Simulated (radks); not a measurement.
The numbers below are computed, except where a source is named.
Neutral magnesium, [Ne] 3s2. Level of theory: non-relativistic Kohn-Sham, exchange-only LDA, spin-polarised, spherical densities, point nucleus (a radial shooting solver on a logarithmic mesh with Libxc functionals). Every spin shell is full or empty, so the densities are truly spherical. Functionals are evaluated on that one density, not self-consistently. Rank these orbital-free kinetic functionals by their error against the exact value of the orbitals, and give that value: Thomas-Fermi, von Weizsacker, TF + vW, TF + vW/9, TF + vW/5, LC94, APBEK, revAPBEK, Perdew 92, Thakkar, Pearson, LKT, PG1.

Answer. Exact: 198.249 hartree. From best to worst, with 100 (|E| - |E exact|)/|E exact| (equal figures are ties): LC94 +0.03, Thakkar -0.08, APBEK +0.17, revAPBEK +0.59, Perdew 92 -0.60, TF + vW/9 -0.61, Pearson -2.02, TF + vW/5 +5.27, Thomas-Fermi -7.96, PG1 +27.70, von Weizsacker -33.87, LKT +33.95, TF + vW +58.17.
